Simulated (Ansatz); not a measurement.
Program: Ansatz. Geometries: PBE0-D4/def2-TZVP. ΔE: electronic, gas phase. CCSD(T)/CBS adds triple-zeta CCSD(T) − MP2 to the extrapolated MP2 energy (def2 sets, frozen cores). This one scheme is used for every species. Functionals use def2-TZVPP. Elements past krypton have def2 core potentials. For W outer-core shells are correlated without core-valence functions, which leaves a few kJ/mol of doubt a bond. Each species was taken in one conformer, which may not be the lowest.

Consider the ligand exchange at a W–N bond: `[NH]=[W](=[NH])([NH2])[OH]` + H–F → `[NH]=[W](=[NH])([OH])[F]` + NH₃.

`[NH]=[W](=[NH])([NH2])[OH]`:

Z-matrix (Å, degrees):
```
W
N 1 1.755
N 1 1.951 2 106.6
N 1 1.753 2 114.9 3 -118.2
O 1 1.912 2 109.0 3 120.9
H 2 1.008 1 155.6 3 118.0
H 3 1.007 1 123.4 2 19.5
H 3 1.007 1 123.3 2 -143.8
H 4 1.007 1 158.5 2 -1.8
H 5 0.959 1 119.2 2 -18.4
```

H–F:

Z-matrix (Å, degrees):
```
F
H 1 0.920
```

`[NH]=[W](=[NH])([OH])[F]`:

```xyz
8

N    -1.061   -1.113   -0.029
W    -0.156    0.375    0.091
N     1.190    0.216    1.186
O     0.556    0.773   -1.619
F    -1.302    1.714    0.733
H    -1.266   -2.072    0.202
H     1.819   -0.224    1.838
H     0.220    0.332   -2.403
```

NH₃:

```xyz
4

N    -0.172   -0.108    0.195
H     0.542    0.481    0.607
H     0.305   -0.833   -0.326
H    -0.674    0.460   -0.477
```

| level | ΔE (kJ/mol) | difference from CCSD(T)/CBS |
| --- | --- | --- |
| PBE-D4 | -60.7 | -12.9 |
| revPBE-D4 | -59.2 | -11.4 |
| PBE0-D4 | -55.9 | -8.1 |
| r2SCANh-D4 | -63.8 | -16.0 |
| B2PLYP | -61.2 | -13.4 |
| PBE-QIDH | -52.5 | -4.7 |
| BLYP | -73.0 | -25.2 |
| BHLYP | -64.8 | -17.0 |
| LC-ωPBE | -65.9 | -18.1 |
| RPA@PBE/def2-TZVPP | -52.4 | -4.6 |
| HF/def2-SVP | -69.1 | -21.3 |
| MP2/def2-SVP | -56.4 | -8.6 |
| CCSD(T)/def2-TZVPP | -49.6 | -1.8 |
| HF/def2-QZVPP | -67.6 | -19.8 |
| MP2/def2-QZVPP | -43.7 | 4.1 |
| CCSD/CBS(def2) | -49.5 | -1.7 |
| CCSD(T)/CBS | -47.8 | 0 |

Largest T1 diagnostic among the species: 0.020, so the coupled-cluster value is less sure than usual.

From PBE to PBE0 (25 % exact exchange), in def2-TZVPP and without D4, ΔE moves by +5.3 kJ/mol. In def2-TZVPP, CCSD(T) changes the Hartree–Fock value by +17.6 kJ/mol (the triples alone add +1.8 kJ/mol) and MP2 by +22.6 kJ/mol.
